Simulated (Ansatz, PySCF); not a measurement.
Al(F)2(GeH3) (AlF2GeH3), SMILES [F][Al]([F])[GeH3].

Geometry: PBE0-D3(BJ)/def2-SVP.

Vertical ionisation energy (IE) and electron affinity (EA) in eV. Rows of orbital energies are one-electron estimates. Where ΔSCF, EOM or ADC give a negative EA the extra electron is unbound and the value depends on the basis.

| level | IE | EA |
|---|---|---|
| −ε(HOMO), −ε(LUMO), ωB97X/def2-TZVP (PySCF) | 10.96 | -0.52 |
| −ε(HOMO), −ε(LUMO), PBE/def2-TZVP (PySCF) | 7.53 | 2.15 |
| ΔSCF, PBE0/def2-SVPD (Ansatz), final states of multiplicity 2 and 2 | 10.96 | -0.14 |
| ΔSCF, PBE/def2-SVPD (Ansatz), final states of multiplicity 2 and 2 | 10.70 | -0.03 |

### Question
What vertical singlet–triplet gap does ΔSCF give with PBE0/def2-SVPD (Ansatz, a quantum-chemistry and plane-wave program) and with PBE/def2-SVPD (Ansatz)? (Estimate from the structure and the level; the computed values follow.)

### Answer
5.06 and 4.91 eV (triplet above singlet where positive).
